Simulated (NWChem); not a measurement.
# SiHF cation, doublet; SMILES of the neutral closed-shell parent F[SiH]

```xyz
3

Si     0.0930     0.5592     0.0000
H     -1.2630     1.2541     0.0000
F     -0.0043    -1.0092     0.0000
```
Atoms are numbered in this order, from 1.

Results from NWChem. Spin-unrestricted. In the optimisation the excess spin sits in a' (Cs, its own frame). The geometry was optimised at PBE0/def2-SVP, spin-unrestricted. This spin state was assumed; another may lie lower. No stability test was run on the SCF state. B3LYP is NWChem's, with the RPA form of VWN correlation. Vertical excitations in the gas phase. Excited states of an open shell can be spin-contaminated.

Q: Estimate the computed values for B3LYP/aug-cc-pVDZ, TDA. Quantities: lowest excitation (eV); oscillator strength of that lowest state; lowest state with f > 0.02 (eV); oscillator strength of that bright state; lowest empty minus highest occupied level, either spin (eV).

A: 
```yaml
lowest excitation (eV): 3.28
oscillator_strength_of_that_lowest_state: 0.016
lowest state with f > 0.02 (eV): 5.66
oscillator_strength_of_that_bright_state: 0.032
lowest empty minus highest occupied level, either spin (eV): 3.46
```
